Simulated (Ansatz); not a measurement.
Saddle point of SnSiH$_{8}$S, singlet (SnSiH₆ ([SiH3][SnH3]) + H₂S → SnH₄S ([SH][SnH3]) + SiH₄; bonds formed: Sn1–S7, Si2–H6; bonds broken: Sn1–Si2, H6–S7), PBE0-D4/def2-TZVP structure:

Sn1  (-1.210, 0.013, -0.766)
Si2  (1.171, -0.924, 0.620)
H3  (-0.642, -1.440, -1.523)
H4  (-2.529, -0.337, 0.243)
H5  (-1.487, 1.095, -2.056)
H6  (0.241, 0.661, 0.722)
S7  (-0.505, 2.186, 0.792)
H8  (2.038, -0.545, 1.773)
H9  (2.029, -1.077, -0.587)
H10  (0.523, -2.229, 0.925)
H11  (0.370, 2.597, -0.141)
(Å)

Energies are electronic, without zero-point energy. Barriers and step energies count from the start structure reached by relaxing down the imaginary mode; all methods use the PBE0-D4 structures, on which another method's saddle can fall below an end. Program: Ansatz 0.2.0. Basis: def2-TZVPP, with def2-QZVPP for the basis limit. Cores are frozen in the correlated methods. Filled d shells of the heavier atoms are correlated. Core potentials replace the inner electrons of the atoms past krypton. The def2 sets are not built for correlating such inner shells, so the correlated values are less sure here. B3LYP uses VWN-RPA correlation. Extrapolation: Hartree–Fock as exp(−7.88 √X), correlation as X^−2.97.

```
      method  barrier (kcal/mol)  step energy (kcal/mol)
       SPW92               34.35                   -4.29
      PBE-D4                   ?                   -5.50
     BLYP-D4               42.43                   -7.31
   r2SCAN-D4               42.86                   -6.97
      B97M-V               45.26                   -7.56
     PBE0-D4               44.94                   -5.91
    B3LYP-D4                   ?                   -7.40
  r2SCAN0-D4               47.55                   -6.89
    BHLYP-D4               54.39                   -8.07
CAM-B3LYP-D4               52.60                   -7.40
     wB97X-V               53.37                   -7.20
     wB97M-V               51.56                   -7.20
      B2PLYP               50.59                   -7.70
    PBE-QIDH               50.13                   -6.91
  RPA on PBE               51.37                   -7.24
          HF               68.97                   -9.92
         MP2                   ?                   -8.00
        CCSD               56.28                   -7.05
     CCSD(T)               52.31                   -7.07
```

Problem. Fill in the withheld barriers. (Judge from chemistry; the value comes from the calculation.)

Solution. By the calculation: MP2 51.30; PBE-D4 38.74; B3LYP-D4 47.46 kcal/mol. Each is the energy of the saddle less that of the start structure, by the same method.

For comparison, the barrier by CCSD(T) at an estimated basis limit (MP2 extrapolated from triple and quadruple zeta, plus CCSD(T) − MP2 in triple zeta) is 49.49 kcal/mol.

No T1 diagnostic of these runs exceeds 0.016. The start structure is not quite a true minimum (one mode of 33i cm⁻¹).

Labels in which every atom is bracketed show which atoms are joined, not bond orders.

For scale, one of the runs: CCSD(T)/def2-TZVPP, 246 basis functions, launched by `ansatz run in.yaml --threads 4 --pin off --events-out ev --progress --plain --max-ram 9574MiB`. The run took 2.7 min on 4 CPU threads of an Intel Xeon (shared host), with 5 GiB of host memory at its peak.
